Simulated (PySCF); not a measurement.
Species: `CS[Si@H](P)S[SiH3]`. The columns A, B, C and D hold Mulliken, IAO, Hirshfeld and ESP-fitted charges (e) of one PBE0/pcSseg-1 density (PySCF), in a shuffled order. Coordinates in Å (PBE0-D3(BJ)/def2-SVP); the density's dipole moment is (0.37, 0.66, 1.24) D.

| atom | x | y | z | A | B | C | D |
| --- | --- | --- | --- | --- | --- | --- | --- |
| C1 | 3.181 | 0.886 | 0.148 | -0.112 | -0.492 | -0.176 | -0.416 |
| S2 | 2.633 | -0.822 | -0.183 | -0.088 | -0.151 | -0.274 | -0.253 |
| Si3 | 0.625 | -0.730 | 0.515 | +0.239 | +0.562 | +0.309 | +0.403 |
| P4 | -0.387 | -2.733 | 0.315 | -0.005 | -0.096 | -0.309 | -0.190 |
| S5 | -0.431 | 0.716 | -0.687 | -0.173 | -0.426 | -0.289 | -0.493 |
| Si6 | -2.336 | 0.675 | 0.314 | +0.285 | +0.518 | +0.331 | +0.441 |
| H7 | 2.568 | 1.611 | -0.405 | +0.041 | +0.161 | +0.093 | +0.173 |
| H8 | 4.220 | 0.953 | -0.201 | +0.054 | +0.171 | +0.155 | +0.167 |
| H9 | 3.151 | 1.112 | 1.224 | +0.047 | +0.155 | +0.078 | +0.160 |
| H10 | 0.567 | -0.300 | 1.947 | -0.076 | -0.115 | -0.012 | +0.009 |
| H11 | 0.152 | -2.954 | -0.988 | -0.002 | +0.013 | +0.139 | +0.082 |
| H12 | 0.658 | -3.438 | 0.989 | -0.002 | +0.009 | +0.128 | +0.077 |
| H13 | -3.020 | 1.953 | -0.033 | -0.066 | -0.093 | -0.043 | -0.057 |
| H14 | -3.165 | -0.479 | -0.138 | -0.072 | -0.106 | -0.057 | -0.040 |
| H15 | -2.136 | 0.583 | 1.792 | -0.070 | -0.109 | -0.073 | -0.061 |

Q: Which column most likely holds the ESP-fitted charges?

A: C. Σ q r misses the density's dipole by 0.06 D (C), 1.25 D (A), 1.62 D (B), 2.70 D (D). Charges fitted to the outside potential are the only set here that is tied to the molecule's multipoles.

Q: And the Hirshfeld charges?

A: A. The mean sizes are 0.089 e (A), 0.164 e (C), 0.201 e (D), 0.212 e (B), and Hirshfeld charges are commonly the smallest of these schemes.

As computed, A = Hirshfeld, B = IAO, C = ESP-fitted, D = Mulliken. Hydrogens on carbon: Hirshfeld +0.04 to +0.05, IAO +0.16 to +0.17, ESP-fitted +0.08 to +0.16, Mulliken +0.16 to +0.17 e.

The Mulliken scheme gives each basis function's population to the atom it is centred on and halves the overlap population of two atoms between them. The Hirshfeld scheme divides the density at each point in proportion to the densities of the neutral, spherically averaged free atoms.

Isolated species at its PBE0-D3(BJ)/def2-SVP geometry (one conformer only).

The values belong to the conformer `[CH3:1][S:2][Si@H:3]([PH2:4])[S:5][SiH3:6]`: C1–S2–Si3–P4 -178°, S2–Si3–S5–Si6 -177°, H–P4–Si3–S2 -43°, H–P4–Si3–S2 51°.
